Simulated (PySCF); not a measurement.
Magnetic susceptibility: SMILES C=C1C(F)=C(C#N)/C1=C\F, C7H3F2N

Geometry (Å), atoms numbered from 1 in this order:
```xyz
13

C     2.2517   -0.3242    0.1823
C     1.0031    0.1064    0.1024
C     0.3223    1.4023    0.1524
F     0.7809    2.6302    0.3036
C    -0.9238    0.8725   -0.0117
C    -2.2235    1.3718   -0.0904
N    -3.2940    1.7796   -0.1567
C    -0.3500   -0.4984   -0.0782
C    -0.8129   -1.7264   -0.2294
F    -2.1157   -1.9891   -0.3755
H     2.4920   -1.3704    0.1128
H     3.0686    0.3637    0.3201
H    -0.2029   -2.6176   -0.2496
```

Theory: GIAO wB97X-D/pcSseg-1 magnetisability, rotational g tensor and spin-rotation constants, non-relativistic, gas phase in PySCF 2.14.0. Geometry: GFN2-xTB.

Problem. What are the magnetisability and the molar susceptibility?

Solution. Isotropic -1069 × 10⁻³⁰ J/T², or -64.4 × 10⁻⁶ cm³/mol; principal values -1206, -1079, -923 × 10⁻³⁰ J/T², anisotropy 245 × 10⁻³⁰ J/T² (root of half the summed squared differences of the principal values). The susceptibility is in cgs units.

Problem. Split it along the inertial axes a, b, c into diamagnetic and paramagnetic parts about the centre of mass, with the quadrupole moment.

Solution. 
```
axis  χ (10⁻⁶ cm³/mol)  diamagnetic (10⁻⁶ cm³/mol)  paramagnetic (10⁻⁶ cm³/mol)  summed x² of all electrons (Å²)  quadrupole Θ (D Å)
   a             -61.5                      -816.2                        754.7                            214.1               -2.58
   b             -59.0                      -958.2                        899.1                            180.6               +1.47
   c             -72.6                     -1674.4                       1601.8                             11.8               +1.11
```
Anisotropies 2χaa − χbb − χcc = +8.6 and 2χbb − χaa − χcc = +16.1 × 10⁻⁶ cm³/mol. Θ is traceless in Buckingham's convention.

Problem. And the rotational g tensor?

Solution. 
```csv
axis,rotational constant (GHz),g,nuclear part,electronic part
a,1.5725,-0.0282,0.5293,-0.5575
b,1.2600,-0.0255,0.5067,-0.5322
c,0.6995,-0.0096,0.5168,-0.5264
```
Asymmetric top; isotopes 12C, 19F, 1H, 14N; no vibrational averaging.
